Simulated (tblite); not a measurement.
Input of a run (GFN2-xTB geometry optimisation, gas phase (tblite 0.8.0)), started from a force field or distance geometry:
```
{"job": {"kind": "relax", "xc": "GFN2-xTB", "basis": "xTB"}, "charge": 0, "multiplicity": 1}
F      3.073200     0.448800     0.480200
C      1.862500    -0.153200     0.547100
C      0.910900     0.081300    -0.326600
F      1.155100     0.971900    -1.334400
C     -0.444600    -0.570000    -0.294600
C     -1.546000     0.444500    -0.049600
F     -1.476600     0.878300     1.235900
F     -2.741300    -0.159900    -0.180000
H      1.828900    -0.831900     1.403000
H     -0.489100    -1.349100     0.472200
H     -0.621900    -1.067500    -1.264100
H     -1.509800     1.306200    -0.715200
```

Output (eV, eV/Å):
```
step      E/eV     max force
  0    -802.78746    1.586
  1    -802.81557    1.340
  2    -802.83349    0.355
  3    -802.84144    0.273
  4    -802.84714    0.223
  5    -802.84995    0.114
  6    -802.85116    0.088
  7    -802.85196    0.086
  8    -802.85275    0.088
  9    -802.85332    0.064
 10    -802.85363    0.054
 11    -802.85382    0.046
 12    -802.85398    0.037
 13    -802.85413    0.034
 14    -802.85424    0.030
 15    -802.85432    0.024
 16    -802.85438    0.018
 17    -802.85443    0.020
 18    -802.85448    0.019
 19    -802.85454    0.022
 20    -802.85461    0.024
 21    -802.85469    0.027
 22    -802.85478    0.025
 23    -802.85487    0.026
 24    -802.85494    0.021
 25    -802.85500    0.018
 26    -802.85504    0.015
 27    -802.85508    0.018
 28    -802.85514    0.021
 29    -802.85520    0.022
 30    -802.85524    0.017
 31    -802.85527    0.013
 32    -802.85530    0.017
 33    -802.85533    0.017
 34    -802.85536    0.013
 35    -802.85539    0.016
 36    -802.85541    0.018
 37    -802.85545    0.020
 38    -802.85552    0.025
 39    -802.85560    0.023
 40    -802.85569    0.023
 41    -802.85578    0.028
 42    -802.85589    0.031
 43    -802.85598    0.028
 44    -802.85607    0.031
 45    -802.85614    0.030
 46    -802.85623    0.030
 47    -802.85633    0.030
 48    -802.85643    0.029
 49    -802.85651    0.024
 50    -802.85657    0.021
 51    -802.85663    0.023
 52    -802.85668    0.017
 53    -802.85670    0.014
 54    -802.85672    0.010
 55    -802.85673    0.011
 56    -802.85674    0.006
```

Summarise the run.

The energy falls by 1.6 kcal/mol over 56 L-BFGS steps, the largest force on an atom goes from 1.59 to 0.006 eV/Å, and the atoms move by 0.092 Å rms after alignment. Among the bonds, F1–C2 and C3–F4 change most and about equally (-0.020 to -0.019 Å). Bonds longer at the end by more than 0.005 Å: 4 of 11; shorter: 5. Among the angles that change most is F4–C3–C5, from 117.3° to 113.3°. Among the dihedrals that turn most is C2–C3–C5–H11, from -124° to -135°. The energy never rose by more than 1e-5 eV on the way. The first step brought 41 % of the lowering.

What are the final bond lengths?

F1–C2 1.334 Å, C2=C3 1.325 Å, C3–F4 1.348 Å, C3–C5 1.494 Å, C5–C6 1.530 Å, C6–F7 1.354 Å, C6–F8 1.352 Å, C2–H9 1.078 Å, C5–H10 1.090 Å, C5–H11 1.093 Å, C6–H12 1.101 Å. Numbering counts from 1 in the input's order; the species is `FC(C/C(=C/F)F)F`.

Time: 0.25 s. Hardware: Arm Neoverse V1, one thread, shared host with 32 logical CPUs at a one-minute load of 25.

Its GFN2-xTB frequencies are all real (lowest 37 cm⁻¹). The numbers are those of one conformer. 3 starts were optimised and ended at 0.00, 0.00 and 0.52 kcal/mol (GFN2-xTB); the lowest of these is shown.

The numbers are calculated, not measured.
